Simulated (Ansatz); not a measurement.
Reaction (cleavage of the Si–Ge bond): `[SiH3][SiH2][GeH2][SiH2][SiH3]` + `[NH2][GeH3]` → `[SiH3][SiH2][NH][GeH3]` + `[SiH3][SiH2][GeH3]`

Gas-phase electronic energies from Ansatz, PBE0-D4/def2-TZVP geometries. CBS: MP2 limit from def2 TZ/QZ plus the TZ coupled-cluster correction, frozen cores. Functionals use def2-TZVPP. B3LYP here is the variant with VWN-RPA as its local correlation; programs differ in this. HSE06 is defined as in plane-wave codes. For Ge outer-core shells are correlated without core-valence functions, which leaves a few kJ/mol of doubt a bond. Scalar relativity is left out up to krypton. Each species was taken in one conformer, which may not be the lowest.

```
             level  ΔE (kJ/mol)  difference from CCSD(T)/CBS
       LDA (SPW92)        -10.9                          7.2
            PBE-D4         -3.7                         14.4
           BLYP-D4        -16.0                          2.1
         r2SCAN-D4        -14.8                          3.3
            B97M-V        -21.8                         -3.7
           PBE0-D4         -7.9                         10.2
          B3LYP-D4        -18.6                         -0.5
        r2SCANh-D4        -15.2                          2.9
        r2SCAN0-D4        -16.1                          2.0
          HSE06-D4         -7.7                         10.4
           ωB97X-V        -20.7                         -2.6
           ωB97M-V        -21.0                         -2.9
            B2PLYP        -26.0                         -7.9
          PBE-QIDH        -18.2                         -0.1
               PBE         -9.0                          9.1
            revPBE        -10.2                          7.9
              BLYP        -24.7                         -6.6
            r2SCAN        -16.7                          1.4
              PBE0        -13.3                          4.8
             B3LYP        -26.9                         -8.8
           r2SCANh        -17.4                          0.7
           r2SCAN0        -18.6                         -0.5
             HSE06        -13.1                          5.0
             BHLYP        -33.2                        -15.1
         CAM-B3LYP        -32.4                        -14.3
           LC-ωPBE        -22.3                         -4.2
      MP2/def2-SVP        -21.3                         -3.2
     CCSD/def2-SVP        -22.6                         -4.5
  CCSD(T)/def2-SVP        -20.1                         -2.0
     HF/def2-TZVPP        -44.2                        -26.1
    MP2/def2-TZVPP        -21.0                         -2.9
SCS-MP2/def2-TZVPP        -27.3                         -9.2
   CCSD/def2-TZVPP        -23.5                         -5.4
CCSD(T)/def2-TZVPP        -19.9                         -1.8
     HF/def2-QZVPP        -46.5                        -28.4
    MP2/def2-QZVPP        -20.8                         -2.7
SCS-MP2/def2-QZVPP        -27.4                         -9.3
      HF/CBS(def2)        -46.8                        -28.7
     MP2/CBS(def2)        -19.2                         -1.1
    CCSD/CBS(def2)        -21.7                         -3.6
       CCSD(T)/CBS        -18.1                            0
```

Largest T1 diagnostic among the species: 0.013.

Leaving LDA and LC-ωPBE aside and taking each functional with its dispersion term where it has one, the values, not all of them listed here, spread over 22.5 kJ/mol, from CAM-B3LYP-D4 to PBE-D4. The D4 term adds +8.4 kJ/mol with B3LYP and +5.4 kJ/mol with PBE0; it sums over pairs of atoms, weighted by their polarisabilities, and B3LYP, whose exchange is more repulsive, gets the larger term.
